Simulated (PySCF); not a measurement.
C2H6BNO2Si, SMILES N[SiH2]C#CB(O)O.

Coordinates come from a ωB97X-D3(BJ)/def2-SVP optimisation. The structure was generated by enumeration, and PubChem lists no compound with its InChIKey, so it may never have been made. The values are those of a single conformer.

Calculation: ωB97X-D3(BJ)/def2-SVP (PySCF 2.14.0).

Frequencies are harmonic and unscaled.

Q: Give all harmonic wavenumbers and intensities. (Estimate from the structure and the level; the computed values follow.)

A: 
```json
[
 {"mode": "1", "ν (cm⁻¹)": "10", "IR (km/mol)": "0.7", "moving atoms (share of kinetic energy)": "O 36 %, N 25 %, H 25 %, Si 11 %"},
 {"mode": "2", "ν (cm⁻¹)": "60", "IR (km/mol)": "2.1", "moving atoms (share of kinetic energy)": "N 30 %, O 27 %, C 23 %, H 19 %"},
 {"mode": "3", "ν (cm⁻¹)": "88", "IR (km/mol)": "10.1", "moving atoms (share of kinetic energy)": "H 60 %, C 19 %, O 13 %"},
 {"mode": "4", "ν (cm⁻¹)": "106", "IR (km/mol)": "7.2", "moving atoms (share of kinetic energy)": "C 56 %, H 19 %, O 13 %"},
 {"mode": "5", "ν (cm⁻¹)": "183", "IR (km/mol)": "20.5", "moving atoms (share of kinetic energy)": "H 34 %, O 24 %, C 18 %, N 15 %"},
 {"mode": "6", "ν (cm⁻¹)": "313", "IR (km/mol)": "63.5", "moving atoms (share of kinetic energy)": "H 47 %, C 36 %, N 9 %"},
 {"mode": "7", "ν (cm⁻¹)": "319", "IR (km/mol)": "3.3", "moving atoms (share of kinetic energy)": "O 42 %, Si 21 %, C 16 %, H 14 %"},
 {"mode": "8", "ν (cm⁻¹)": "330", "IR (km/mol)": "68.9", "moving atoms (share of kinetic energy)": "C 44 %, H 39 %"},
 {"mode": "9", "ν (cm⁻¹)": "396", "IR (km/mol)": "78.7", "moving atoms (share of kinetic energy)": "C 33 %, H 24 %, Si 16 %, O 13 %, N 13 %"},
 {"mode": "10", "ν (cm⁻¹)": "499", "IR (km/mol)": "0.0", "moving atoms (share of kinetic energy)": "H 85 %, O 15 %"},
 {"mode": "11", "ν (cm⁻¹)": "546", "IR (km/mol)": "10.4", "moving atoms (share of kinetic energy)": "C 64 %, O 19 %, H 9 %"},
 {"mode": "12", "ν (cm⁻¹)": "552", "IR (km/mol)": "143.0", "moving atoms (share of kinetic energy)": "H 89 %, B 9 %"},
 {"mode": "13", "ν (cm⁻¹)": "558", "IR (km/mol)": "22.9", "moving atoms (share of kinetic energy)": "O 34 %, C 20 %, Si 16 %, B 15 %, H 14 %"},
 {"mode": "14", "ν (cm⁻¹)": "618", "IR (km/mol)": "75.3", "moving atoms (share of kinetic energy)": "H 73 %, Si 13 %"},
 {"mode": "15", "ν (cm⁻¹)": "675", "IR (km/mol)": "104.2", "moving atoms (share of kinetic energy)": "B 62 %, C 17 %, O 11 %, H 10 %"},
 {"mode": "16", "ν (cm⁻¹)": "720", "IR (km/mol)": "14.2", "moving atoms (share of kinetic energy)": "H 81 %, C 12 %"},
 {"mode": "17", "ν (cm⁻¹)": "835", "IR (km/mol)": "47.0", "moving atoms (share of kinetic energy)": "C 32 %, H 22 %, O 20 %, N 17 %"},
 {"mode": "18", "ν (cm⁻¹)": "859", "IR (km/mol)": "16.2", "moving atoms (share of kinetic energy)": "H 52 %, C 22 %, O 12 %, N 8 %"},
 {"mode": "19", "ν (cm⁻¹)": "880", "IR (km/mol)": "79.6", "moving atoms (share of kinetic energy)": "N 37 %, H 36 %, Si 24 %"},
 {"mode": "20", "ν (cm⁻¹)": "944", "IR (km/mol)": "546.8", "moving atoms (share of kinetic energy)": "H 75 %, Si 18 %"},
 {"mode": "21", "ν (cm⁻¹)": "987", "IR (km/mol)": "121.1", "moving atoms (share of kinetic energy)": "H 93 %"},
 {"mode": "22", "ν (cm⁻¹)": "1015", "IR (km/mol)": "250.0", "moving atoms (share of kinetic energy)": "H 78 %, O 22 %"},
 {"mode": "23", "ν (cm⁻¹)": "1018", "IR (km/mol)": "15.7", "moving atoms (share of kinetic energy)": "H 77 %, O 14 %"},
 {"mode": "24", "ν (cm⁻¹)": "1351", "IR (km/mol)": "707.8", "moving atoms (share of kinetic energy)": "B 62 %, O 25 %, H 9 %"},
 {"mode": "25", "ν (cm⁻¹)": "1497", "IR (km/mol)": "323.3", "moving atoms (share of kinetic energy)": "B 73 %, O 21 %"},
 {"mode": "26", "ν (cm⁻¹)": "1551", "IR (km/mol)": "50.8", "moving atoms (share of kinetic energy)": "H 89 %, N 11 %"},
 {"mode": "27", "ν (cm⁻¹)": "2230", "IR (km/mol)": "166.1", "moving atoms (share of kinetic energy)": "H 97 %"},
 {"mode": "28", "ν (cm⁻¹)": "2275", "IR (km/mol)": "115.3", "moving atoms (share of kinetic energy)": "H 97 %"},
 {"mode": "29", "ν (cm⁻¹)": "2304", "IR (km/mol)": "3.4", "moving atoms (share of kinetic energy)": "C 99 %"},
 {"mode": "30", "ν (cm⁻¹)": "3628", "IR (km/mol)": "39.8", "moving atoms (share of kinetic energy)": "H 96 %"},
 {"mode": "31", "ν (cm⁻¹)": "3726", "IR (km/mol)": "40.9", "moving atoms (share of kinetic energy)": "H 91 %, N 9 %"},
 {"mode": "32", "ν (cm⁻¹)": "3935", "IR (km/mol)": "179.3", "moving atoms (share of kinetic energy)": "H 94 %"},
 {"mode": "33", "ν (cm⁻¹)": "3937", "IR (km/mol)": "2.8", "moving atoms (share of kinetic energy)": "H 94 %"}
]
```
